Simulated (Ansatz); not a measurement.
```yaml
crystal:
  periodic: [true, true, true]
  atoms:
    - {symbol: C, position_ang: [-1.302348, 1.297318, 0.974120]}
    - {symbol: C, position_ang: [-0.116821, 1.163294, -0.044356]}
    - {symbol: Al, position_ang: [0.699829, -0.071223, -0.879715]}
    - {symbol: C, position_ang: [1.097902, -1.676305, -0.241358]}
    - {symbol: Cl, position_ang: [2.302385, 0.427269, -2.476573]}
    - {symbol: H, position_ang: [-1.693182, 1.799624, 1.459055]}
    - {symbol: H, position_ang: [-0.777013, 0.472447, 1.654349]}
    - {symbol: H, position_ang: [-1.832122, 0.023418, 0.706545]}
    - {symbol: H, position_ang: [0.207122, 1.977166, -0.120602]}
    - {symbol: H, position_ang: [-0.726528, 1.605772, -1.200222]}
    - {symbol: H, position_ang: [1.669930, -2.434427, -0.508503]}
    - {symbol: H, position_ang: [0.132106, -2.527407, -0.314166]}
    - {symbol: H, position_ang: [1.241648, -1.658519, 1.292823]}
basis:
  gaussian: {orbitals: def2-TZVPD, fitting: {mean_field: cc-pVTZ-jkfit}}
hamiltonian: {xc: {name: HF}}
accuracy: high
output: {forces: true}
```

```sh
$ ansatz run in.yaml --threads 4 --pin off --events-out ev --progress --plain --max-ram 10444MiB
```

It prints (some lines left out):

```
Error: YAML parse error: error: line 2 column 3: crystal: missing field `lattice` (a structure is typed as `lattice` and `atoms`, a molecule's as `atoms` in Å alone, or read from a run's directory, `checkpoint`)
 --> <input>:2:3
1 | crystal:
2 |   periodic: [true, true, true]
3 |   atoms:
4 |     - {symbol: C, position_ang: [-1.302348, 1.297318, 0.974120]}
```

(1) Something in this input is off. What?

Results:

(1) The molecule is marked periodic without a cell. The program refused the input.
